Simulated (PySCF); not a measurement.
## Shapes and spin states of FeN₂

All numbers come from PBE0 in PySCF with Fe def2-TZVP, N def2-TZVP; no relativity; density-fitted integrals.

Relaxations began from a few typed shapes and spin states; open shells are unrestricted. The search is not exhaustive: other isomers or separated fragments can lie lower, and high-lying points may rest on an excited occupation.

```
                                                 spin  group                                    bonds                                    angles  imaginary modes (cm⁻¹)  ΔE (kJ/mol)  ΔE with ZPE (kJ/mol)
                   broken-symmetry Ms = 1 (⟨S²⟩ 2.94)    C2v           Fe–N 1.957 Å (×2), N–N 1.147 Å           Fe–N–N 73.0° (×2), N–Fe–N 34.1°                    none          0.0                   0.0
                   broken-symmetry Ms = 0 (⟨S²⟩ 1.60)    C2v           Fe–N 1.916 Å (×2), N–N 1.145 Å           Fe–N–N 72.6° (×2), N–Fe–N 34.8°                    none         99.3                  99.6
singlet (closed shell, unstable to spin polarisation)    C2v           Fe–N 1.903 Å (×2), N–N 1.150 Å           Fe–N–N 72.4° (×2), N–Fe–N 35.2°                    none        243.9                 244.2
singlet (closed shell, unstable to spin polarisation)     Cs  Fe–N 1.809 Å, Fe–N 1.992 Å, N–N 1.156 Å  Fe–N–N 63.8°, Fe–N–N 81.2°, N–Fe–N 35.0°                    none        259.0                 258.3
singlet (closed shell, unstable to spin polarisation)    C2v           Fe–N 1.957 Å (×2), N–N 1.135 Å           Fe–N–N 73.1° (×2), N–Fe–N 33.7°                    478i        263.5                     –
                   broken-symmetry Ms = 0 (⟨S²⟩ 3.16)    C2v                        Fe–N 1.787 Å (×2)                             N–Fe–N 144.4°                    none        452.0                 442.2
singlet (closed shell, unstable to spin polarisation)    C2v                        Fe–N 1.547 Å (×2)                             N–Fe–N 111.2°                    none        546.4                 544.9
```

The lowest minimum found is the broken-symmetry Ms = 1 (⟨S²⟩ 2.94) C2v: Fe–N 1.957 Å (×2), N–N 1.147 Å; Fe–N–N 73.0° (×2), N–Fe–N 34.1°.

For the lowest minimum: the determinant is spin-contaminated (⟨S²⟩ = 2.94, pure value 2.00). Open d and f shells are described by one determinant, and the ground state may have another occupation or spin.
